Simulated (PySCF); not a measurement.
**From orbital energies to excitation energies**

Species: C₂H₉ClSi₂.
InChI=1S/C2H9ClSi2/c3-5-2-1-4/h1-2,5H2,4H3

Computed, not measured: PySCF 2.14.0, density-fitted response routines, TDDFT wB97X-D/def2-SVPD, vertical, gas phase, core orbitals frozen in the response. One conformer (not necessarily the lowest) at the GFN2-xTB geometry, without solvent, vibrations or thermal averaging. Torsions of this conformer, `[SiH3:1][CH2:2][CH2:3][SiH2:4][Cl:5]`: Si1–C2–C3–Si4 70°, C2–C3–Si4–Cl5 46°.

Orbital energies (eV): HOMO-3 -11.44, HOMO-2 -10.87, HOMO-1 -10.70, HOMO -10.22, LUMO 1.80, LUMO+1 1.95, LUMO+2 2.36.

Question: Among the lowest singlets, which states do these configurations lead, and at what energies: HOMO→LUMO+1, HOMO→LUMO?

Answer: 

| state | leading configuration | weight | Δε (eV) | E (eV) | E − Δε (eV) | f | other configurations |
| --- | --- | --- | --- | --- | --- | --- | --- |
| S1 | HOMO→LUMO | 0.65 | 12.02 | 7.60 | -4.42 | 0.0026 | H→L+1 (16%) |
| S3 | HOMO→LUMO+1 | 0.60 | 12.17 | 7.93 | -4.24 | 0.023 | H→L (18%), H→L+2 (9%) |

E − Δε runs from -4.42 to -4.24 eV. Among themselves, these states come in the order of their orbital differences. Δε is the difference of the two orbital energies.

H and L stand for HOMO and LUMO. The other states: S2 7.91 eV, f 0.0066, H-1→L (35%), H-2→L (26%), H-1→L+1 (14%); S4 8.36 eV, f 0.047, H-1→L (34%), H-2→L (29%), H→L+4 (9%); S5 8.52 eV, f 0.014, H-1→L+1 (52%), H-2→L (11%); S6 8.63 eV, f 0.0074, H-2→L+1 (34%); S7 8.67 eV, f 0.0033, H→L+2 (40%), H-2→L+1 (15%); S8 8.82 eV, f 0.010, H→L+4 (40%), H-3→L (10%).

Triplets (Tamm–Dancoff): T1 7.33 eV, H→L (63%), H→L+1 (12%); T2 7.57 eV, H→L+1 (48%), H→L+2 (14%), H→L (12%); T3 7.58 eV, H-2→L (28%), H-1→L (23%), H-2→L+1 (15%).

Summed over the main configurations (up to three a state, each over 8%) of all 8 singlets, the electron leaves HOMO with weight 2.57, HOMO-1 with weight 1.35, HOMO-2 with weight 1.15 and HOMO-3 with weight 0.10.
